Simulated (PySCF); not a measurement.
C2H3N3 (SMILES c1nc[nH]n1), singlet, geometry from GFN2-xTB. Base run: SVWN5/STO-3G (PySCF).

Input for PySCF:
```python
from pyscf import gto, scf, dft

mol = gto.M(
    atom='''
C     1.11923740   -0.03272439   -0.00697492
N     0.42204774    1.12248960    0.01417623
C    -0.82487582    0.72748791    0.01555713
N    -0.87641108   -0.61852814   -0.00407798
N     0.36888823   -1.10715438   -0.01853564
H     2.18839575   -0.06992044   -0.01372567
H    -1.68578985    1.36316596    0.02996358
H    -1.67044963   -1.23947616   -0.00866946
''',
    basis='sto-3g',
    verbose=4,
)

mf = dft.RKS(mol)
mf.xc = 'lda,vwn'
mf.kernel()
```

Each row names what was changed in the base input (with any setting that the change needs).

| change | ΔE vs base (µEh) | fitting functions | dipole (D) |
|---|---|---|---|
| base | 0.0 | - | 2.87 |
| auxbasis = def2-tzvp-ri | -1410 | 425 | 2.87 |
| auxbasis = def2-universal-jfit | -2350 | 278 | 2.87 |
| auxbasis = default (with mf = mf.density_fit()) | -1654 | 435 | 2.87 |
| auxbasis = cc-pvdz-jkfit | -332 | 419 | 2.87 |
| auxbasis = even-tempered beta=2.0 | ? | ? | 2.87 |
| auxbasis = autoaux | ? | ? | 2.87 |
| auxbasis = cc-pvqz-jkfit | ? | ? | 2.87 |
| auxbasis = even-tempered beta=1.6 | -4210 | 380 | 2.87 |
| auxbasis = def2-universal-jkfit | -1654 | 435 | 2.87 |

Problem. Some entries are withheld; supply them.

Solution. 
- auxbasis = even-tempered beta=2.0, ΔE vs base (µEh): -4979
- auxbasis = even-tempered beta=2.0, fitting functions: 265
- auxbasis = autoaux, ΔE vs base (µEh): -4752
- auxbasis = autoaux, fitting functions: 351
- auxbasis = cc-pvqz-jkfit, ΔE vs base (µEh): -174
- auxbasis = cc-pvqz-jkfit, fitting functions: 683

A fitting set is made for a task (jfit for Coulomb, jkfit for Coulomb and exchange, ri for correlation) and for a family of orbital bases.
